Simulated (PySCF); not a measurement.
# Ionisation energy of O(2+) by level of theory

O(2+) [He] 2s2 2p2 (3P) → O(3+) [He] 2s2 2p1 (2P), as a difference of total energies. Calculation: PySCF 2.14, in aug-cc-pCVTZ-DK; scalar relativity by spin-free X2C-1e. Correlated levels: valence and next inner shell: nothing frozen. The calculations carry no spin-orbit coupling.

Order these methods by the ionisation energy they give, lowest first.
A. SCS-MP2 (valence and next inner shell)
B. UHF
C. MP2 (valence and next inner shell)
D. CCSD(T) (valence and next inner shell)

B (54.578 eV), D (54.828 eV), A (54.860 eV), C (55.024 eV).

Errors of the correlated levels include the incompleteness of this basis.

For comparison: 54.936 eV (semi-empirical (NIST evaluation); NIST Atomic Spectra Database, ionization energies).
